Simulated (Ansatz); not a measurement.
A calculation with Ansatz (development build ahead of 0.2.0).

```yaml
crystal:
  periodic: [false, false, false]
  atoms:
    - { symbol: Be, position_ang: [-1.05, -1.81865, 0.0] }
    - { symbol: Be, position_ang: [2.1, 0.0, 0.0] }
    - { symbol: Be, position_ang: [-1.05, 1.81865, 0.0] }
    - { symbol: Be, position_ang: [1.05, 1.81865, 0.0] }
    - { symbol: Be, position_ang: [1.05, -1.81865, 0.0] }
    - { symbol: Be, position_ang: [-2.1, 0.0, 0.0] }
basis:
  gaussian: { orbitals: "6-31G" }
hamiltonian:
  xc: hf
correlation:
  method: mp2
  frozen_orbitals: { Be: 0 }
output:
  forces: true
```

The input is written out in the form of the current development build from the run's settings.

Results

- Converged: yes
- Reference energy: -87.54808 hartree
- Correlation energy: -0.12955 hartree
- Total energy: -87.67763 hartree

Forces (eV/Å):
```json
{"atom": "Be1", "Fx": "-0.212", "Fy": "-0.367", "Fz": "0.000"}
{"atom": "Be2", "Fx": "0.424", "Fy": "0.000", "Fz": "0.000"}
{"atom": "Be3", "Fx": "-0.212", "Fy": "0.367", "Fz": "0.000"}
{"atom": "Be4", "Fx": "0.212", "Fy": "0.367", "Fz": "0.000"}
{"atom": "Be5", "Fx": "0.212", "Fy": "-0.367", "Fz": "0.000"}
{"atom": "Be6", "Fx": "-0.424", "Fy": "0.000", "Fz": "0.000"}
```
